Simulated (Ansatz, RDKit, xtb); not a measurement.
Noncovalent pair: HF (SMILES F) (first 2 atoms) with H2S (SMILES S); geometry from B3LYP-D3(BJ)/def2-TZVP, rigid monomers moved along the line of their centres of mass till H2···S3 is 4.03 Å.
(charge 0, multiplicity 1):
| atom | x (Å) | y (Å) | z (Å) |
|---|---|---|---|
| F | -0.3220 | 1.2299 | 0.1026 |
| H | -0.0385 | 0.6519 | 0.7866 |
| S | 0.8324 | -1.8080 | 3.8639 |
| H | 0.2543 | -1.0034 | 4.7716 |
| H | -0.2864 | -2.5338 | 3.7003 |

Monomers are frozen at their geometry in the pair; levels with a basis set take the counterpoise correction. RDKit's UFF carries no charges.

The values were computed with Ansatz (a quantum-chemistry and plane-wave program); RDKit for the force fields; xtb for the GFN methods. 

Problem. One of these levels gives -0.12 kcal/mol for the interaction energy. Name it.
(A) UFF
(B) GFN2-xTB
(C) HF/aug-cc-pV(T+d)Z

Solution. A, UFF. The others give -0.62 (GFN2-xTB), -1.03 (HF/aug-cc-pV(T+d)Z)
